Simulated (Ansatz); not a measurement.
Compounds of Al with 3 ligands, in which Br is traded for H. Quantity: electronic atomisation energy to ground-state atoms, in kcal/mol. Geometries: B3LYP-D3(BJ)/def2-TZVP minima from Ansatz (an electronic-structure program). Valence correlation only, unless marked. Open shells are spin-unrestricted. No spin-orbit coupling. Frozen are the shells of the preceding noble gas and the d and f shells that filled before the atom's block. No relativistic terms. Basis-set limits of correlation are two-point, X^-3; Hartree-Fock from the larger set. The first level has limits of its own: it lacks core correlation, which all-electron functionals hold.

```json
[
 {"n(H)": "0", "species (SMILES)": "[Br][Al]([Br])[Br]", "CCSD(T)/CBS(def2-TZVPPD,def2-QZVPPD) (Ansatz)": "271.3", "PBE/def2-TZVPD (Ansatz)": "266.6", "B3LYP-D3(BJ)/def2-TZVPD (Ansatz + dftd3)": "260.9"},
 {"n(H)": "1", "species (SMILES)": "[Br][AlH][Br]", "CCSD(T)/CBS(def2-TZVPPD,def2-QZVPPD) (Ansatz)": "254.5", "PBE/def2-TZVPD (Ansatz)": "248.2", "B3LYP-D3(BJ)/def2-TZVPD (Ansatz + dftd3)": "247.4"},
 {"n(H)": "2", "species (SMILES)": "[AlH2][Br]", "CCSD(T)/CBS(def2-TZVPPD,def2-QZVPPD) (Ansatz)": "?", "PBE/def2-TZVPD (Ansatz)": "?", "B3LYP-D3(BJ)/def2-TZVPD (Ansatz + dftd3)": "?"},
 {"n(H)": "3", "species (SMILES)": "[AlH3] (AlH3)", "CCSD(T)/CBS(def2-TZVPPD,def2-QZVPPD) (Ansatz)": "213.9", "PBE/def2-TZVPD (Ansatz)": "203.4", "B3LYP-D3(BJ)/def2-TZVPD (Ansatz + dftd3)": "213.7"}
]
```

Problem. Fit a straight line through the known rows at each level by least squares, predict the withheld row (n(H) = 2), and compare with the run.

Solution. 
- The known rows have mean n(H) = 1.33333 and Σ(n(H) - mean)² = 4.6667.
- CCSD(T)/CBS(def2-TZVPPD,def2-QZVPPD): mean 246.567, Σ(n(H) - mean)(y - mean) = -90.067, slope -19.300 kcal/mol a step; the line gives 246.567 + (-19.300)×(2 - 1.33333) = 233.7; the run gives 235.1, +1.4 from the line, whose largest residual on the known rows is 1.5.
- PBE/def2-TZVPD: mean 239.400, Σ(n(H) - mean)(y - mean) = -99.200, slope -21.257 kcal/mol a step; the line gives 239.400 + (-21.257)×(2 - 1.33333) = 225.2; the run gives 226.8, +1.6 from the line, whose largest residual on the known rows is 1.7.
- B3LYP-D3(BJ)/def2-TZVPD: mean 240.667, Σ(n(H) - mean)(y - mean) = -74.167, slope -15.893 kcal/mol a step; the line gives 240.667 + (-15.893)×(2 - 1.33333) = 230.1; the run gives 231.4, +1.3 from the line, whose largest residual on the known rows is 1.4.
- PBE minus the first level along the series: -4.7, -6.3, -8.3, -10.5 kcal/mol.
